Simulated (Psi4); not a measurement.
CH$_{4}$, charge +1, doublet, at a GFN2-xTB geometry (a state made from the parent by changing its charge; the spin is typed, not shown lowest), atoms displaced at random by about 0.08 Å a coordinate; Psi4 with PBE0/def2-SVP, gradient.

The Psi4 input:
```
memory 2 GB

molecule {
1 2
  C    -0.04934928   -0.00354595    0.03880011
  H    -0.94832792   -0.06161488   -0.60504695
  H     0.18775455    1.02029000   -0.10180512
  H    -0.35117005   -0.63130477    0.94757644
  H     0.95920542   -0.39863965   -0.02984445
symmetry c1
no_reorient
no_com
}

set basis def2-svp
set reference uks

gradient('pbe0')
print_variables()
```

Output, abridged:

```
gradient() will perform analytic gradient computation.

   => Loading Basis Set <=

    Name: DEF2-SVP
    Role: ORBITAL
    Keyword: BASIS

         ---------------------------------------------------------
                                   SCF
               by Justin Turney, Rob Parrish, Andy Simmonett
                          and Daniel G. A. Smith
                              UKS Reference
         ---------------------------------------------------------

  ==> Geometry <==

    Molecular point group: c1
    Full point group: C1

    Geometry (in Angstrom), charge = 1, multiplicity = 2:

       Center              X                  Y                   Z               Mass
    ------------   -----------------  -----------------  -----------------  -----------------
         C           -0.049349280000    -0.003545950000     0.038800110000    12.000000000000
         H           -0.948327920000    -0.061614880000    -0.605046950000     1.007825032230
         H            0.187754550000     1.020290000000    -0.101805120000     1.007825032230
         H           -0.351170050000    -0.631304770000     0.947576440000     1.007825032230
         H            0.959205420000    -0.398639650000    -0.029844450000     1.007825032230

  Running in c1 symmetry.

  Rotational constants: A =      6.03772  B =      5.81072  C =      4.02464 [cm^-1]
  Rotational constants: A = 181006.25930  B = 174201.00444  C = 120655.61448 [MHz]
  Nuclear repulsion =   13.352811340016126

  Charge       = 1
  Multiplicity = 2
  Electrons    = 9
  Nalpha       = 5
  Nbeta        = 4

  ==> Algorithm <==

  SCF Algorithm Type is DF.
  DIIS enabled.
  MOM disabled.
  Fractional occupation disabled.
  Guess Type is SAD.
  Energy threshold   = 1.00e-08
  Density threshold  = 1.00e-08
  Integral threshold = 1.00e-12

  ==> Primary Basis <==

  Basis Set: DEF2-SVP
    Blend: DEF2-SVP
    Number of shells: 18
    Number of basis functions: 34
    Number of Cartesian functions: 35
    Spherical Harmonics?: true
    Max angular momentum: 2

  ==> DFT Potential <==

   => LibXC <=

    Version 7.1.2
    S. Lehtola, C. Steigemann, M. J. T. Oliveira, and M. A. L. Marques,  SoftwareX 7, 1–5 (2018) (10.1016/j.softx.2017.11.002)

   => Composite Functional: PBE0 <=

    PBE0 Hyb-GGA Exchange-Correlation Functional

    C. Adamo and V. Barone,  J. Chem. Phys. 110, 6158 (1999) (10.1063/1.478522)
    M. Ernzerhof and G. E. Scuseria,  J. Chem. Phys. 110, 5029 (1999) (10.1063/1.478401)

    Deriv               =              1
    GGA                 =           TRUE
    Meta                =          FALSE

    Exchange Hybrid     =           TRUE
    MP2 Hybrid          =          FALSE

   => Exchange Functionals <=

    0.7500   Perdew, Burke & Ernzerhof

   => Exact (HF) Exchange <=

    0.2500               HF

   => Correlation Functionals <=

    1.0000   Perdew, Burke & Ernzerhof

   => LibXC Density Thresholds  <==

    XC_HYB_GGA_XC_PBEH:  1.00E-15

   => Molecular Quadrature <=

    Radial Scheme          =       TREUTLER
    Pruning Scheme         =           NONE
    Nuclear Scheme         =       TREUTLER

    Blocking Scheme        =         OCTREE
    BS radius alpha        =              1
    Pruning alpha          =              1
    Radial Points          =             75
    Spherical Points       =            302
    Total Points           =         109630
    Total Blocks           =            878
    Max Points             =            255
    Max Functions          =             34
    Weights Tolerance      =       1.00E-15

   => Loading Basis Set <=

    Name: (DEF2-SVP AUX)
    Role: JKFIT
    Keyword: DF_BASIS_SCF

  ==> Integral Setup <==

  SCF_SUBTYPE=INCORE selected. In-core MEM_DF algorithm will be used.
  Using in-core AOs.

  ==> MemDFJK: Density-Fitted J/K Matrices <==

    J tasked:                   Yes
    K tasked:                   Yes
    wK tasked:                   No
    Algorithm:                 Core
    Schwarz Cutoff:           1E-12
    Mask sparsity (%):       0.0000
    Fitting Condition:        1E-10

   => Auxiliary Basis Set <=

  Basis Set: (DEF2-SVP AUX)
    Blend: DEF2-UNIVERSAL-JKFIT
    Number of shells: 49
    Number of basis functions: 147
    Number of Cartesian functions: 169
    Spherical Harmonics?: true
    Max angular momentum: 4

  Minimum eigenvalue in the overlap matrix is 1.6510682811E-02.
  Reciprocal condition number of the overlap matrix is 3.2632232689E-03.
    Using symmetric orthogonalization.

  ==> Pre-Iterations <==

  SCF Guess: Superposition of Atomic Densities via on-the-fly atomic UHF (no occupation information).

   -------------------------
    Irrep   Nso     Nmo
   -------------------------
     A         34      34
   -------------------------
    Total      34      34
   -------------------------

  ==> Iterations <==

                           Total Energy        Delta E     RMS |[F,P]|

   @DF-UKS iter SAD:   -39.99612723292726   -3.99961e+01   0.00000e+00
   @DF-UKS iter   1:   -39.92724652772119    6.88807e-02   7.60076e-03 ADIIS/DIIS
   @DF-UKS iter   2:   -39.94028783132013   -1.30413e-02   5.74247e-03 ADIIS/DIIS
   @DF-UKS iter   3:   -39.96082983843397   -2.05420e-02   3.29984e-04 ADIIS/DIIS
   @DF-UKS iter   4:   -39.96090675471498   -7.69163e-05   3.16165e-05 DIIS
   @DF-UKS iter   5:   -39.96090817543002   -1.42072e-06   1.29848e-05 DIIS
   @DF-UKS iter   6:   -39.96090835560059   -1.80171e-07   3.40496e-06 DIIS
   @DF-UKS iter   7:   -39.96090839874014   -4.31396e-08   1.08422e-06 DIIS
   @DF-UKS iter   8:   -39.96090840192527   -3.18513e-09   2.57675e-07 DIIS
   @DF-UKS iter   9:   -39.96090840212677   -2.01496e-10   9.31446e-08 DIIS
   @DF-UKS iter  10:   -39.96090840214409   -1.73159e-11   1.84722e-08 DIIS
   @DF-UKS iter  11:   -39.96090840214476   -6.75016e-13   3.35732e-09 DIIS
  Energy and wave function converged.

  ==> Post-Iterations <==

   Electrons on quadrature grid:
[...]

[...]
    Beta Occupied:

[...]
       4A     -0.773690

    Beta Virtual:

[...]
    Final Occupation by Irrep:
              A
    DOCC [     4 ]
    SOCC [     1 ]
    NA   [     5 ]
    NB   [     4 ]

  @DF-UKS Final Energy:   -39.96090840214476

   => Energetics <=

    Nuclear Repulsion Energy =             13.3528113400161264
    One-Electron Energy =                 -75.8552946437789046
    Two-Electron Energy =                  27.4685872848294999
    DFT Exchange-Correlation Energy =      -4.9270123832114789
    Empirical Dispersion Energy =           0.0000000000000000
    VV10 Nonlocal Energy =                  0.0000000000000000
    Total Energy =                        -39.9609084021447529

  UHF NO Occupations:
  HONO-2 :    3  A 1.9997194
  HONO-1 :    4  A 1.9994887
  HONO-0 :    5  A 1.0000000
  LUNO+0 :    6  A 0.0005113
  LUNO+1 :    7  A 0.0002806
  LUNO+2 :    8  A 0.0002407
  LUNO+3 :    9  A 0.0000002

Computation Completed

Properties will be evaluated at   0.000000,   0.000000,   0.000000 [a0]

Properties computed using the SCF density matrix

 Multipole Moments:

 ------------------------------------------------------------------------------------
     Multipole            Electronic (a.u.)      Nuclear  (a.u.)        Total (a.u.)
 ------------------------------------------------------------------------------------

 L = 1.  Multiply by 2.5417464519 to convert [e a0] to [Debye]
 Dipole X            :          0.7817900           -0.8477948           -0.0660047
 Dipole Y            :          0.1089568           -0.1748847           -0.0659279
 Dipole Z            :         -0.7100114            0.8384348            0.1284234
 Magnitude           :                                                    0.1587315

 ------------------------------------------------------------------------------------

         ------------------------------------------------------------
                                   SCF GRAD
                          Rob Parrish, Justin Turney,
                       Andy Simmonett, and Alex Sokolov
         ------------------------------------------------------------

  ==> Geometry <==

    Molecular point group: c1
    Full point group: C1

    Geometry (in Angstrom), charge = 1, multiplicity = 2:

       Center              X                  Y                   Z               Mass
    ------------   -----------------  -----------------  -----------------  -----------------
         C           -0.049349280000    -0.003545950000     0.038800110000    12.000000000000
         H           -0.948327920000    -0.061614880000    -0.605046950000     1.007825032230
         H            0.187754550000     1.020290000000    -0.101805120000     1.007825032230
         H           -0.351170050000    -0.631304770000     0.947576440000     1.007825032230
         H            0.959205420000    -0.398639650000    -0.029844450000     1.007825032230

  Nuclear repulsion =   13.352811340016126

  ==> Basis Set <==

  Basis Set: DEF2-SVP
    Blend: DEF2-SVP
    Number of shells: 18
    Number of basis functions: 34
    Number of Cartesian functions: 35
    Spherical Harmonics?: true
    Max angular momentum: 2

  ==> DFJKGrad: Density-Fitted SCF Gradients <==

    Gradient:                    1
    J tasked:                  Yes
    K tasked:                  Yes
    wK tasked:                  No
    Integrals threads:           1
    Schwarz Cutoff:          1E-12
    Fitting Condition:       1E-10

   => Auxiliary Basis Set <=

  Basis Set: (DEF2-SVP AUX)
    Blend: DEF2-UNIVERSAL-JKFIT
    Number of shells: 49
    Number of basis functions: 147
    Number of Cartesian functions: 169
    Spherical Harmonics?: true
    Max angular momentum: 4

  ==> DFT Potential <==

   => LibXC <=

    Version 7.1.2
    S. Lehtola, C. Steigemann, M. J. T. Oliveira, and M. A. L. Marques,  SoftwareX 7, 1–5 (2018) (10.1016/j.softx.2017.11.002)

   => Composite Functional: PBE0 <=

    PBE0 Hyb-GGA Exchange-Correlation Functional

    C. Adamo and V. Barone,  J. Chem. Phys. 110, 6158 (1999) (10.1063/1.478522)
    M. Ernzerhof and G. E. Scuseria,  J. Chem. Phys. 110, 5029 (1999) (10.1063/1.478401)

    Deriv               =              1
    GGA                 =           TRUE
    Meta                =          FALSE

    Exchange Hybrid     =           TRUE
    MP2 Hybrid          =          FALSE

   => Exchange Functionals <=

    0.7500   Perdew, Burke & Ernzerhof

   => Exact (HF) Exchange <=

    0.2500               HF

   => Correlation Functionals <=

    1.0000   Perdew, Burke & Ernzerhof

   => LibXC Density Thresholds  <==

    XC_HYB_GGA_XC_PBEH:  1.00E-15

   => Molecular Quadrature <=

    Radial Scheme          =       TREUTLER
    Pruning Scheme         =           NONE
    Nuclear Scheme         =       TREUTLER

    Blocking Scheme        =         OCTREE
    BS radius alpha        =              1
    Pruning alpha          =              1
    Radial Points          =             75
    Spherical Points       =            302
    Total Points           =         109630
    Total Blocks           =            878
    Max Points             =            255
    Max Functions          =             34
    Weights Tolerance      =       1.00E-15

  -Total Gradient:
     Atom            X                  Y                   Z
    ------   -----------------  -----------------  -----------------
       1        0.028673237462     0.032273276654    -0.016960729693
       2        0.016313264016    -0.000688606031    -0.001939487181
       3       -0.014091515429    -0.045057163188     0.014801707656
       4        0.001083349865     0.005298954122     0.011239617912
       5       -0.031977572871     0.008174835584    -0.007142063787

  Variable Map:
  ----------------------------------------------------------------------------
[...]
  Array Variable Map:
  ----------------------------------------------------------------------------
[...]
[...]
```
